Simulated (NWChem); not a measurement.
System: CH7AlSi; SMILES [CH3][AlH][SiH3]

The following NWChem deck was run.

```
start job
memory heap 200 mb stack 900 mb global 1100 mb
geometry units angstroms noautosym nocenter noautoz
  Al    -0.496880    -0.623787     0.355762
  H     -1.908682    -0.835406     1.071961
  C      0.544708    -2.200022    -0.159923
  H      0.757055    -2.826131     0.724608
  H      1.503463    -1.963810    -0.645928
  H     -0.037999    -2.836480    -0.849049
  Si     0.257580     1.687041    -0.043017
  H      1.591971     1.770025    -0.722054
  H      0.367619     2.448954     1.245963
  H     -0.723093     2.435284    -0.898851
end
basis spherical
  Al library def2-tzvp
  H library def2-tzvp
  C library def2-tzvp
  Si library def2-tzvp
end
dft
  xc bhlyp
  iterations 150
end
tddft
  cis
  ecut -53.0
  nroots 6
  notriplet
end
task tddft energy
```

NWChem printed, in part:

```
             Northwest Computational Chemistry Package (NWChem) 7.3.0
             --------------------------------------------------------

                             Geometry "geometry" -> ""
                             -------------------------

 Output coordinates in angstroms (scale by  1.889725989 to convert to a.u.)

  No.       Tag          Charge          X              Y              Z
 ---- ---------------- ---------- -------------- -------------- --------------
    1 Al                  13.0000    -0.49688000    -0.62378700     0.35576200
    2 H                    1.0000    -1.90868200    -0.83540600     1.07196100
    3 C                    6.0000     0.54470800    -2.20002200    -0.15992300
    4 H                    1.0000     0.75705500    -2.82613100     0.72460800
    5 H                    1.0000     1.50346300    -1.96381000    -0.64592800
    6 H                    1.0000    -0.03799900    -2.83648000    -0.84904900
    7 Si                  14.0000     0.25758000     1.68704100    -0.04301700
    8 H                    1.0000     1.59197100     1.77002500    -0.72205400
    9 H                    1.0000     0.36761900     2.44895400     1.24596300
   10 H                    1.0000    -0.72309300     2.43528400    -0.89885100

 Effective nuclear repulsion energy (a.u.)     127.2085936405

                                 NWChem DFT Module
                                 -----------------

 Summary of "ao basis" -> "ao basis" (spherical)
 ------------------------------------------------------------------------------
       Tag                 Description            Shells   Functions and Types
 ---------------- ------------------------------  ------  ---------------------
 Al                        def2-tzvp                13       37   5s5p2d1f
 H                         def2-tzvp                 4        6   3s1p
 C                         def2-tzvp                11       31   5s3p2d1f
 Si                        def2-tzvp                13       37   5s5p2d1f

[...]

                                NWChem TDDFT Module
                                -------------------

            General Information
            -------------------
           No. of orbitals :     294
            Alpha orbitals :     147
             Beta orbitals :     147
        Alpha frozen cores :       0
         Beta frozen cores :       0
     Alpha frozen virtuals :       0
      Beta frozen virtuals :       0
         Spin multiplicity :       1
    Number of AO functions :     147
        Use of symmetry is : off
      Symmetry adaption is : off
         Schwarz screening :  0.10D-07

              XC Information
              --------------
                 BHLYP Method XC Functional
              Hartree-Fock (Exact) Exchange   0.50
                 Slater Exchange Functional   0.50 local
             Becke 1988 Exchange Functional   0.50 non-local
       Lee-Yang-Parr Correlation Functional   1.00

             TDDFT Information
             -----------------
          Calculation type : Tamm-Dancoff TDDFT
         Wavefunction type : Restricted singlets
          No. of electrons :      40
           Alpha electrons :      20
            Beta electrons :      20
              No. of roots :       6
          Max subspacesize :    5200
            Max iterations :     100
               Target root :       1
           Target symmetry : none
             Energy Cutoff :-0.53D+02
      Symmetry restriction : off
                 Algorithm : Optimal
        Davidson threshold :  0.10D-03

    6 smallest eigenvalue differences (eV)
--------------------------------------------------------
  No. Spin  Occ  Vir  Irrep   E(Occ)    E(Vir)   E(Diff)
--------------------------------------------------------
    1    1    2   21 a       -56.962    -0.035  1549.064
    2    1    2   22 a       -56.962     0.029  1550.804
    3    1    2   23 a       -56.962     0.049  1551.353
    4    1    2   24 a       -56.962     0.079  1552.156
    5    1    2   25 a       -56.962     0.079  1552.157
    6    1    2   26 a       -56.962     0.090  1552.459
--------------------------------------------------------

  Entering Davidson iterations
  Restricted singlet excited states

  Iter   NTrls   NConv    DeltaV     DeltaE      Time
  ----  ------  ------  ---------  ---------  ---------
    1      6       0     0.11E+00   0.10+100       25.4
    2     12       0     0.40E-01   0.27E-01       25.4
    3     18       0     0.13E-01   0.64E-02       25.4
    4     24       0     0.54E-02   0.41E-03       25.5
    5     30       1     0.12E-02   0.17E-04       25.5
    6     35       5     0.11E-03   0.64E-06       24.6
    7     36       6     0.28E-04   0.80E-08       18.8
  ----  ------  ------  ---------  ---------  ---------
  Convergence criterion met

  Ground state a        -574.225155688313 a.u.

  ----------------------------------------------------------------------------
  Root   1 singlet a             56.730629171 a.u.             1543.7196 eV
  ----------------------------------------------------------------------------
     Transition Moments    X  0.00681   Y  0.00010   Z  0.01346
     Dipole Oscillator Strength                    0.0086026964
     Electric Quadrupole                           0.0006055457
     Magnetic Dipole                               0.0010070396
     Total Oscillator Strength                     0.0102152818

[...]
```

Level: BHandHLYP/def2-TZVP, restricted-window TDA. Geometry: optimised at PBE0/def2-SVP. The quadrupole and magnetic terms of the printed total strengths depend on the origin.
